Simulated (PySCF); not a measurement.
Computed XPS line lists of a few unrelated compounds.

Method used: delta-SCF UKS SCAN, pcX-2 on the ionised atom, pcseg-1 elsewhere, spin-free X2C in PySCF. Geometries: PBE0-D3(BJ)/def2-SVP; isolated species, one conformer each.

Line lists (1s up to Mg, 2p3/2 beyond, nothing for Al or Ge; areas count atoms within a level, one atom standing for each set equivalent by bonding):
1. F 1s: 691.48 eV
2. C 1s: 293.18 eV; O 1s: 539.10 eV; F 1s: 691.01 eV
3. C 1s: 290.58 (area 1), 291.28 (area 1), 291.33 (area 1) eV; N 1s: 404.70 eV
4. C 1s: 289.78 (area 1), 289.89 (area 2), 290.48 (area 1), 290.57 (area 1) eV; O 1s: 537.31 eV; Si 2p3/2: 106.44 (area 1), 107.26 (area 1) eV

Structures:
A. `C[O+]1[AlH2-][O+](C)[AlH-]1[F]` (C2H9Al2FO2)
B. `CCC[Si](C)(C)O[SiH3]` (C5H16OSi2)
C. `CCNC` (C3H9N)
D. `[F][GeH3]` (FGeH3)

Which list belongs to which compound?

- 1 = D: no other candidate has this set of levels. F 1s: 691.48 fluorine bonded to Ge.
- 2 = A: no other candidate has this set of levels. C 1s: 293.18 O-methyl carbon (×2); O 1s: 539.10 oxygen bonded to 2 Al and C (×2); F 1s: 691.01 fluorine bonded to Al.
- 3 = C: no other candidate has this set of levels. C 1s: 290.58 methyl carbon, 291.28 sp3 carbon bound to nitrogen, 291.33 N-methyl carbon; N 1s: 404.70 secondary amine nitrogen.
- 4 = B: no other candidate has this set of levels. C 1s: 289.78 sp3 carbon bound to silicon, 289.89 Si-methyl carbon (×2), 290.48 methyl carbon, 290.57 chain CH2 carbon; O 1s: 537.31 siloxane oxygen; Si 2p3/2: 106.44 oxygen-bound silicon, 107.26 oxygen-bound silicon.

For 2p shells one spin-free hole was relaxed; a mean-field spin–orbit operator and the ground-state splitting of the three 2p orbitals were then diagonalised within the shell. The shell's mean is (2 × 2p3/2 + 2p1/2)/3, and the degeneracies 2j + 1 give areas of 2:1.
